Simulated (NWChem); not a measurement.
# ZnHSeF; SMILES [F][Zn][SeH]

```xyz
4

Zn    -0.0109     0.8633     0.0000
F     -0.0110     2.6084     0.0000
Se    -0.0299    -1.4098     0.0000
H      1.4427    -1.4411     0.0000
```
Atoms are numbered in this order, from 1.

All runs: NWChem. All runs use the structure optimised with PBE0/def2-SVP. Vertical excitations in the gas phase; the lowest state need not have the same character in each row.

```csv
level,"lowest excitation, singlet (eV)",oscillator strength of that lowest state,"lowest state with f > 0.02, singlet (eV)",lowest triplet (eV),orbital gap (eV)
"PBE/def2-SVP, TDA",[?],0.014,[?],[?],[?]
"B3LYP/def2-SVP, TDA",4.35,0.016,6.45,3.98,5.38
"Hartree-Fock/def2-SVP, CIS",5.74,0.031,5.74,5.18,11.16
```

Task: Complete the blanks.

Result: 
- PBE/def2-SVP, TDA, lowest excitation, singlet (eV): 4.12
- PBE/def2-SVP, TDA, lowest state with f > 0.02, singlet (eV): 6.36
- PBE/def2-SVP, TDA, lowest triplet (eV): 3.76
- PBE/def2-SVP, TDA, orbital gap (eV): 3.94
